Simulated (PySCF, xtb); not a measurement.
C4H4N, SMILES c1c[c]c[nH]1, multiplicity 2.

Harmonic wavenumbers (cm⁻¹) from xtb with GFN2-xTB at its own minimum, in rising order: 492, 521, 598, 725, 749, 803, 811, 823, 1040, 1067, 1119, 1174, 1214, 1367, 1387, 1435, 1518, 3147, 3179, 3181, 3453.

Problem. What does r2SCAN-D4/def2-SVP (PySCF) give at its own minimum? (The exact figures need the calculation; the answer reports its results.)

Solution. 485, 557, 643, 649, 732, 829, 852, 884, 1032, 1067, 1148, 1191, 1228, 1404, 1454, 1489, 1538, 3247, 3266, 3276, 3649. Paired by order, the mean absolute difference is 49 cm⁻¹ and the zero-point energies are 42.6 and 43.8 kcal/mol.
